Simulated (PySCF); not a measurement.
Fill in the blanks.

Species: CF3CH2CN, C₃H₂F₃N.
Bonds: N1–C2 (triple), C2–C3, C3–C4, C4–F5, C4–F6, C4–F7. Hydrogens: H8, H9 on C3.

Conformer (atom-mapped SMILES and torsion angles): `[N:1]#[C:2][CH2:3][C:4]([F:5])([F:6])[F:7]`: C2–C3–C4–F5 61°.

```csv
property,level,value
point group of the GFN2-xTB geometry,GFN2-xTB,Cs
"rotational constants A, B, C of the GFN2-xTB geometry",GFN2-xTB,"5.252, 1.807, 1.775 GHz"
dipole moment,wB97X-D/def2-SVPD,?
HOMO energy,wB97X-D/def2-SVPD,-12.20 eV
LUMO energy,wB97X-D/def2-SVPD,1.67 eV
lowest singlet excitation,TDDFT wB97X-D/def2-SVPD,"7.86 eV (158 nm, f = 0.000)"
strongest line among the 8 lowest singlet transitions,TDDFT wB97X-D/def2-SVPD,?
lowest triplet excitation (Tamm–Dancoff),TDA wB97X-D/def2-SVPD,?
static isotropic polarisability,wB97X-D/def2-SVPD,42.0 au
electronic spatial extent ⟨r²⟩ about the centre of nuclear charge,wB97X-D/def2-SVPD,?
```

Electronic properties: PySCF, gas phase, density fitting.

(1) What is the dipole moment?

(2) The strongest line among the 8 lowest singlet transitions?

(3) The electronic spatial extent ⟨r²⟩ about the centre of nuclear charge?

(4) Give the lowest triplet excitation (Tamm–Dancoff).

Answers

(1) 3.38 D.

(2) S8 at 10.71 eV (116 nm, f = 0.087).

(3) 679 bohr².

(4) 6.58 eV.

The largest Löwdin shares of the HOMO are 0.48 on N1, 0.37 on C2 and 0.08 on C3. The dipole equals about 11.3 × 10⁻³⁰ C·m (1 D = 3.33564 × 10⁻³⁰ C·m). With B = h/(8π²I), that is 505.379 GHz u Å² over I, the principal moments of inertia are 96.2, 279.7 and 284.7 u Å² (most abundant isotopes); the inertial defect Ic − Ia − Ib is -91.2 u Å² (zero for a rigid planar frame, negative otherwise). The principal polarisabilities are 36.0, 37.5 and 52.4 au; their mean is the isotropic value.
